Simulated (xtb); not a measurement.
xtb input (GFN2-xTB):

```bash
xtb mol.xyz --gfn 2 --sp --chrg -1 --uhf 0
```
mol.xyz:
```
6

N      1.15580847    -0.31373315    -0.31237443
Si    -0.46273495     0.16813804     0.16347789
H      1.16009568    -1.03632747    -1.03690724
H     -1.09165965    -0.96420542     0.89488048
H     -1.30705422     0.50029215    -1.01420996
H     -0.37375183     1.34244013     1.05416726
```

End of the output:

```
         :::::::::::::::::::::::::::::::::::::::::::::::::::::
         ::                     SUMMARY                     ::
         :::::::::::::::::::::::::::::::::::::::::::::::::::::
         :: total energy              -6.849235096527 Eh    ::
         :: gradient norm              0.107959659738 Eh/a0 ::
         :: HOMO-LUMO gap              4.440519228914 eV    ::
         ::.................................................::
         :: SCC energy                -6.901873386739 Eh    ::
         :: -> isotropic ES            0.162100496130 Eh    ::
         :: -> anisotropic ES          0.013291109927 Eh    ::
         :: -> anisotropic XC          0.001759482386 Eh    ::
         :: -> dispersion             -0.004008637345 Eh    ::
         :: repulsion energy           0.052638290212 Eh    ::
         :: add. restraining           0.000000000000 Eh    ::
         :: total charge              -1.000000000000 e     ::
         :::::::::::::::::::::::::::::::::::::::::::::::::::::

           -------------------------------------------------
          |                Property Printout                |
           -------------------------------------------------

    * Orbital Energies and Occupations

         #    Occupation            Energy/Eh            Energy/eV
      -------------------------------------------------------------
         1        2.0000           -0.4373144             -11.8999
         2        2.0000           -0.2829175              -7.6986
         3        2.0000           -0.2068113              -5.6276
         4        2.0000           -0.2042197              -5.5571
         5        2.0000           -0.1829909              -4.9794
         6        2.0000           -0.1079256              -2.9368
         7        2.0000           -0.0753055              -2.0492 (HOMO)
         8                          0.0878806               2.3914 (LUMO)
         9                          0.1034551               2.8152
        10                          0.1046858               2.8486
        11                          0.2197929               5.9809
        12                          0.2375926               6.4652
        13                          0.3963003              10.7839
        14                          0.5928629              16.1326
Note: The following floating-point exceptions are signalling: IEEE_DENORMAL
normal termination of xtb
        15                          0.8325861              22.6558
        16                          0.8818313              23.9959
        17                          0.9043148              24.6077
      -------------------------------------------------------------
                  HL-Gap            0.1631861 Eh            4.4405 eV
             Fermi-level            0.0062876 Eh            0.1711 eV

     #   Z          covCN         q      C6AA      α(0)
     1   7 N        1.678    -0.620    38.238     9.134
     2  14 Si       3.556     0.370   102.196    19.464
     3   1 H        0.860     0.020     2.751     2.598
     4   1 H        0.911    -0.256    16.136     6.284
     5   1 H        0.911    -0.258    16.394     6.334
     6   1 H        0.914    -0.257    16.289     6.313

 Mol. C6AA /au·bohr⁶  :        890.964348
 Mol. C8AA /au·bohr⁸  :      25966.476651
 Mol. α(0) /au        :         50.126252

Wiberg/Mayer (AO) data.
largest (>0.10) Wiberg bond orders for each atom

 ---------------------------------------------------------------------------
     #   Z sym  total        # sym  WBO       # sym  WBO       # sym  WBO
 ---------------------------------------------------------------------------
     1   7 N    2.786 --     2 Si   1.723     3 H    0.977
     2  14 Si   4.258 --     1 N    1.723     6 H    0.842     4 H    0.836
                             5 H    0.836
     3   1 H    1.000 --     1 N    0.977
     4   1 H    0.935 --     2 Si   0.836
     5   1 H    0.934 --     2 Si   0.836
     6   1 H    0.934 --     2 Si   0.842
 ---------------------------------------------------------------------------

Topologies differ in total number of bonds
Writing topology from bond orders to xtbtopo.mol

molecular dipole:
                 x           y           z       tot (Debye)
 q only:       -0.290       0.017      -0.009
   full:       -0.958       0.058       0.023       2.439
molecular quadrupole (traceless):
                xx          xy          yy          xz          yz          zz
 q only:       -2.550       1.074       1.249       0.970      -0.221       1.301
  q+dip:       -3.436       0.303       1.730       0.352       0.521       1.706
   full:       -4.940       0.758       2.462       0.826       0.905       2.479

           -------------------------------------------------
          | TOTAL ENERGY               -6.849235096527 Eh   |
          | GRADIENT NORM               0.107959659738 Eh/α |
          | HOMO-LUMO GAP               4.440519228914 eV   |
           -------------------------------------------------

------------------------------------------------------------------------
------------------------------------------------------------------------
 total:
 SCF:
```

This state (charge -1, singlet) is run at the relaxed geometry of the species with charge 0 and multiplicity 2.
